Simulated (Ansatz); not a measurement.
Consider the isomerisation: `C[CH2][Zn][F]` → `C[CH](F)[ZnH]`.

Program: Ansatz. Geometries: PBE0-D4/def2-TZVP. ΔE: electronic, gas phase. CCSD(T)/CBS adds triple-zeta CCSD(T) − MP2 to the extrapolated MP2 energy (def2 sets, frozen cores). DFT in def2-TZVPP. For Zn outer-core shells are correlated without core-valence functions, which leaves a few kJ/mol of doubt a bond. Scalar relativity is left out up to krypton. One conformer a species, not always the lowest.

Task: Is it downhill or uphill in electronic energy at CCSD(T)/CBS, and by how much? (Best estimate.)

Result: Ansatz gave: Uphill: ΔE = +1.96 eV.

Task: What do these levels give: PBE0-D4, PBE, PBE0, CCSD/def2-TZVPP, CCSD(T)/def2-TZVPP, SCS-MP2/def2-QZVPP? (Estimate.)

Result: Computed: PBE0-D4 1.79, PBE 1.78, PBE0 1.80, CCSD/def2-TZVPP 1.87, CCSD(T)/def2-TZVPP 1.86, SCS-MP2/def2-QZVPP 2.01 eV.

Largest T1 diagnostic among the species: 0.015.

In def2-TZVPP, CCSD(T) changes the Hartree–Fock value by +0.04 eV (the triples alone add −0.01 eV) and MP2 by +0.19 eV.
